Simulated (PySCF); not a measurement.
SMILES [SiH3]B([SiH3])[SiH3] (H9BSi3), PBE0/def2-SVP optimised geometry.

```
13

B     -0.10     0.00     0.00
Si    -1.08     1.76     0.00
H     -2.43     1.72     0.65
H     -1.29     2.04    -1.46
H     -0.31     2.90     0.58
Si    -1.16    -1.71     0.11
H     -1.31    -1.95     1.59
H     -0.48    -2.90    -0.49
H     -2.54    -1.59    -0.47
Si     1.91     0.00     0.00
H      2.54    -1.21    -0.60
H      2.27     0.03     1.46
H      2.51     1.22    -0.64
```

Density from PySCF with PBE0/def2-TZVP at that geometry.

Minimum of the electron density along straight lines between bonded atoms, close to the bond critical point (lines longer than 1.1 times the sum of covalent radii, or with two minima, are not listed):

```
bond      length / Å  ρ at the minimum / e bohr⁻³  ∇²ρ there / e bohr⁻⁵  position (fraction from the first atom)
--------  ----------  ---------------------------  --------------------  ---------------------------------------
B1–Si2         2.010                        0.108                 -0.02                                     0.61
Si2–H3         1.497                        0.117                  0.16                                     0.49
Si2–H4         1.505                        0.114                  0.16                                     0.49
Si2–H5         1.497                        0.117                  0.16                                     0.49
B1–Si6         2.011                        0.108                 -0.02                                     0.61
Si6–H7         1.504                        0.114                  0.16                                     0.49
Si6–H8         1.496                        0.118                  0.16                                     0.49
Si6–H9         1.497                        0.117                  0.16                                     0.49
B1–Si10        2.011                        0.108                 -0.02                                     0.61
Si10–H11       1.496                        0.118                  0.16                                     0.49
Si10–H12       1.504                        0.114                  0.16                                     0.49
Si10–H13       1.497                        0.117                  0.16                                     0.49
```
